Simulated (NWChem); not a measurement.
All runs are NWChem calculations. System: As, charge 0, spin multiplicity 4. Its SCF solution wasn't tested for a lower state. Level: UPBE/def2-QZVP.

The NWChem input:

```
start mol
memory heap 200 mb stack 900 mb global 1100 mb
geometry units angstroms nocenter noautoz
  As     0.000000     0.000000     0.000000
  symmetry group D2h
end
basis spherical
  * library def2-qzvp
end
dft
  xc xpbe96 cpbe96
  odft
  mult 4
  semidirect memsize 60000000 filesize 0
  iterations 100
end
task dft energy
```

Part of the output:

```
             Northwest Computational Chemistry Package (NWChem) 7.3.0
             --------------------------------------------------------

                                NWChem Input Module
                                -------------------

 Scaling coordinates for geometry "geometry" by  1.889725989
 (inverse scale =  0.529177249)

                             Geometry "geometry" -> ""
                             -------------------------

 Output coordinates in angstroms (scale by  1.889725989 to convert to a.u.)

  No.       Tag          Charge          X              Y              Z
 ---- ---------------- ---------- -------------- -------------- --------------
    1 As                  33.0000     0.00000000     0.00000000     0.00000000

 Effective nuclear repulsion energy (a.u.)       0.0000000000

            Nuclear Dipole moment (a.u.)
            ----------------------------
        X                 Y               Z
 ---------------- ---------------- ----------------
     0.0000000000     0.0000000000     0.0000000000

      Symmetry information
      --------------------

 Group name             D2h
 Group number             26
 Group order               8
 No. of unique centers     1

      Symmetry unique atoms

     1


 Summary of "ao basis" -> "" (spherical)
 ------------------------------------------------------------------------------
       Tag                 Description            Shells   Functions and Types
 ---------------- ------------------------------  ------  ---------------------
 *                         def2-qzvp                  on all atoms

  pbe96 is a nonlocal functional; adding pw91lda local functional.

                                 NWChem DFT Module
                                 -----------------

 Summary of "ao basis" -> "ao basis" (spherical)
 ------------------------------------------------------------------------------
       Tag                 Description            Shells   Functions and Types
 ---------------- ------------------------------  ------  ---------------------
 As                        def2-qzvp                25       75   11s7p4d2f1g
[...]
     7     -0.355884  1 As s                  8     -0.356319  1 As s
    11      0.247352  1 As s                  5      0.167149  1 As s
     4      0.095493  1 As s                  1     -0.034250  1 As s

 Vector   16  Occ=0.000000D+00  E=-1.339437D-01  Symmetry=b2u
              MO Center= -3.8D-32, -4.5D-21, -3.2D-32, r^2= 2.3D+00
   Bfn.  Coefficient  Atom+Function         Bfn.  Coefficient  Atom+Function
  ----- ------------  ---------------      ----- ------------  ---------------
    28      0.454543  1 As py                25      0.350010  1 As py
    31      0.332018  1 As py                16     -0.183473  1 As py
    19     -0.133597  1 As py                13      0.090610  1 As py
    22      0.030283  1 As py

 Vector   17  Occ=0.000000D+00  E=-1.339437D-01  Symmetry=b3u
              MO Center= -7.4D-21,  2.9D-32, -3.9D-32, r^2= 2.3D+00
   Bfn.  Coefficient  Atom+Function         Bfn.  Coefficient  Atom+Function
  ----- ------------  ---------------      ----- ------------  ---------------
    27      0.454543  1 As px                24      0.350010  1 As px
    30      0.332018  1 As px                15     -0.183473  1 As px
    18     -0.133597  1 As px                12      0.090610  1 As px
    21      0.030283  1 As px

 Vector   18  Occ=0.000000D+00  E=-1.339437D-01  Symmetry=b1u
              MO Center=  6.1D-32, -3.4D-32, -3.3D-20, r^2= 2.3D+00
   Bfn.  Coefficient  Atom+Function         Bfn.  Coefficient  Atom+Function
  ----- ------------  ---------------      ----- ------------  ---------------
    29      0.454543  1 As pz                26      0.350010  1 As pz
    32      0.332018  1 As pz                17     -0.183473  1 As pz
    20     -0.133597  1 As pz                14      0.090610  1 As pz
    23      0.030282  1 As pz

   alpha - beta orbital overlaps
   -----------------------------

   alpha      1      2      3      4      5      6      7      8      9     10
    beta      1      2      3      4      5      6      7      9      8     11
 overlap   1.000  1.000  1.000  1.000  1.000  1.000  1.000  1.000  1.000  1.000

   alpha     11     12     13     14     15     16     17     18     19     20
    beta     10     12     13     14     15     18     16     17     19     20
 overlap   1.000  1.000  1.000  1.000  1.000  0.999  0.999  0.999  1.000  0.999

   alpha     21     22     23     24     25     26     27     28     29     30
    beta     22     21     23     24     25     27     26     28     29     30
 overlap   0.999  0.999  1.000  1.000  1.000  1.000  1.000  1.000  1.000  1.000

   alpha     31     32     33     34     35     36     37     38     39     40
    beta     31     32     34     33     35     36     37     38     39     40
 overlap   1.000  1.000  1.000  1.000  1.000  1.000  1.000  1.000  1.000  1.000

   alpha     41     42     43     44     45     46     47     48     49     50
    beta     41     42     43     44     45     46     47     48     49     50
 overlap   1.000  1.000  1.000  1.000  1.000  1.000  1.000  1.000  1.000  1.000

   alpha     51     52     53     54     55     56     57     58     59     60
    beta     51     52     53     55     54     56     57     58     59     60
 overlap   1.000  1.000  1.000  1.000  1.000  1.000  1.000  1.000  1.000  1.000

   alpha     61     62     63     64     65     66     67     68     69     70
    beta     61     62     63     64     65     66     67     68     69     70
 overlap   1.000  1.000  1.000  1.000  1.000  1.000  1.000  1.000  1.000  1.000

   alpha     71     72     73     74     75
    beta     71     72     73     74     75
 overlap   1.000  1.000  1.000  1.000  1.000

     --------------------------
     Expectation value of S2:
     --------------------------
      <S2> =      3.7506 (Exact =     3.7500)

 Task  times  cpu:        7.3s     wall:        7.3s

 Total times  cpu:        7.4s     wall:        7.4s
```
